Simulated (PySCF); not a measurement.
PySCF 2.14 output of an unrestricted PBE0 calculation on a single atom or ion in x2c-TZVPPall with one added diffuse shell each of s, p, d, f type (9s7p7d3f1g, 95 functions), with scalar relativity by spin-free X2C-1e:

```
SCF conv_tol = 1e-09
number electrons alpha = 24  beta = 23
    C. Adamo and V. Barone.,  J. Chem. Phys. 110, 6158 (1999)
    M. Ernzerhof and G. E. Scuseria.,  J. Chem. Phys. 110, 5029 (1999)
cycle= 1 E= -5592.89981234227  delta_E= -0.0087  |g|= 0.0368  |ddm|= 0.144
cycle= 2 E= -5592.89991031703  delta_E= -9.8e-05  |g|= 0.0235  |ddm|= 0.0417
cycle= 3 E= -5592.89997380042  delta_E= -6.35e-05  |g|= 0.0061  |ddm|= 0.0123
cycle= 4 E= -5592.8999818873  delta_E= -8.09e-06  |g|= 0.000398  |ddm|= 0.00602
cycle= 5 E= -5592.89998247203  delta_E= -5.85e-07  |g|= 7.83e-05  |ddm|= 0.00381
cycle= 6 E= -5592.89998247993  delta_E= -7.89e-09  |g|= 3.55e-06  |ddm|= 0.000476
cycle= 7 E= -5592.89998247993  delta_E= -3.64e-12  |g|= 1.68e-07  |ddm|= 6.25e-06
converged SCF energy = -5592.89998247993  <S^2> = 0.75000541  2S+1 = 2.0000054
```

The run itself started from symmetry-adapted Hartree-Fock orbitals and held the occupation by maximum overlap, on a logarithmic radial grid, so the iterations belong to that start.

Question: Which element, charge and spin multiplicity is this?

Answer: Cd⁺ (cadmium, charge +1), multiplicity 2; the state was [Kr] 4d10 5d1, 2D determinant (an excited configuration).

The outer electron is Rydberg-like, and this basis confines it to a smaller radius and binds it less than a complete one would.
